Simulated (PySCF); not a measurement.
Orbital picture of ZnCl⁺

PBE0 at R = 2.041 Å; PySCF, scalar-relativistic core potentials, basis sets Zn cc-pVDZ-PP with ECP10, Cl cc-pV(D+d)Z. State: ¹Σ⁺ (singlet), closed shell. Only the outer orbitals are listed, counted within each symmetry, core potentials removing the inner ones.

```json
{"orbital": "3π", "occ.": "2", "ε (eV)": "-23.34", "on Zn (%)": "99", "main shells (%)": "99 Zn d"}
{"orbital": "3π", "occ.": "2", "ε (eV)": "-23.34", "on Zn (%)": "99", "main shells (%)": "99 Zn d"}
{"orbital": "7σ", "occ.": "2", "ε (eV)": "-23.25", "on Zn (%)": "93", "main shells (%)": "92 Zn d"}
{"orbital": "1δ", "occ.": "2", "ε (eV)": "-23.24", "on Zn (%)": "100", "main shells (%)": "100 Zn d"}
{"orbital": "1δ", "occ.": "2", "ε (eV)": "-23.24", "on Zn (%)": "100", "main shells (%)": "100 Zn d"}
{"orbital": "8σ", "occ.": "2", "ε (eV)": "-17.17", "on Zn (%)": "34", "main shells (%)": "62 Cl p, 29 Zn s"}
{"orbital": "4π", "occ.": "2", "ε (eV)": "-15.10", "on Zn (%)": "6", "main shells (%)": "94 Cl p"}
{"orbital": "4π", "occ.": "2", "ε (eV)": "-15.10", "on Zn (%)": "6", "main shells (%)": "94 Cl p"}
{"orbital": "9σ", "occ.": "0", "ε (eV)": "-11.20", "on Zn (%)": "83", "main shells (%)": "60 Zn s, 23 Zn p, 16 Cl p"}
{"orbital": "5π", "occ.": "0", "ε (eV)": "-6.59", "on Zn (%)": "95", "main shells (%)": "95 Zn p"}
{"orbital": "5π", "occ.": "0", "ε (eV)": "-6.59", "on Zn (%)": "95", "main shells (%)": "95 Zn p"}
```

Problem. Which are the highest filled and the lowest empty level, where do they sit, and how wide is the gap?

Solution. Highest filled 4π at -15.10 eV (in %: 94 Cl p); lowest empty 9σ at -11.20 eV (in %: 60 Zn s, 23 Zn p, 16 Cl p); the gap at PBE0 is 3.90 eV.

```
bond order (Mayer)                                                                                                 : 1.36
⟨S²⟩                                                                                                               : 0.000
charge on Zn (Mulliken, basis-dependent)                                                                           : 1.06
charge on Zn (Löwdin, basis-dependent)                                                                             : 0.93
dipole moment (positive dipole points towards Cl; it is taken about the centre of mass and depends on that origin) : -5.43 D
polarisability along the bond                                                                                      : 40.4 bohr³
polarisability across the bond                                                                                     : 17.4 bohr³
```
